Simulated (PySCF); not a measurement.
C₆H₉N₃O.
Z-matrix (Å and degrees, GFN2-xTB geometry), rows numbered from 1:
```
C 
C   1  1.3234
N   2  1.3900  1  122.90
N   3  1.3332  2  122.29  1    -0.07
N   4  1.2819  3  109.01  2   179.99
C   5  1.3485  4  109.06  3    -0.01
O   6  1.3452  5  124.81  4  -179.98
C   7  1.4145  6  114.55  5    -0.08
C   3  1.3671  2  127.58  1   179.91
C   9  1.4817  3  125.73  2     0.02
H   1  1.0742  2  121.17  3  -179.98
H   1  1.0754  2  120.60  3     0.02
H   2  1.0803  1  123.31  3  -179.99
H   8  1.0880  7  105.91  6   179.91
H   8  1.0928  7  110.78  6   -60.42
H   8  1.0928  7  110.77  6    60.27
H  10  1.0905  9  111.13  3   -60.49
H  10  1.0905  9  111.12  3    60.47
H  10  1.0864  9  108.44  3   179.99
```

Definitions: NICS(0) = −σiso at the ring centroid; NICS(1) = −σiso and NICS(1)zz = −σzz at ±1 Å along the ring normal z. Level: GIAO PBE0/pcSseg-1 (PySCF, non-relativistic, gas phase) on the GFN2-xTB geometry, one conformer.

Ring bond lengths (Å), with Mayer bond orders in brackets: N3–N4 1.333 (1.18), N4–N5 1.282 (1.44), N5–C6 1.349 (1.35), C6–C9 1.386 (1.36), C9–N3 1.367 (0.98).

Task: What do the NICS probes read (ppm)?

Result: 
```
          ring                                                 type  NICS(0)  NICS(1), two faces  NICS(1)zz, two faces  rms pucker (Å)  centre to ring atoms, mean (Å)
N3–N4–N5–C6–C9  5-membered ring with 3 N; formal bonds all aromatic    -11.6       -11.6 / -11.6         -26.9 / -26.9            0.00                            1.14
```

Task: What can be read from them?

Result: 
- N3–N4–N5–C6–C9: mean NICS(1)zz -26.9 ppm, shielded, aromatic by this magnetic criterion (flat ring, no four-coordinate atom).

Task: And the bond-length index? HOMA takes Krygowski's 1993 parameters.

Result: 
- N3–N4–N5–C6–C9: HOMA 0.94; the largest term is that of C9–N3, α(R − Ropt)² = 0.10. The geometric and the magnetic index point the same way.

Task: Give the inner angles of the rings and the Hirshfeld charges of the ring atoms.

Result: 
- N3–N4–N5–C6–C9: N3 110.1° (+0.041 e), N4 109.0° (-0.075 e), N5 109.1° (-0.146 e), C6 108.7° (+0.074 e), C9 103.1° (+0.010 e); sum 540.0° against 540° for a flat convex ring.

Rough CPU time on one thread of a shared machine: about 1.8 min. This is the whole shielding run at PBE0/pcSseg-1, SCF included.
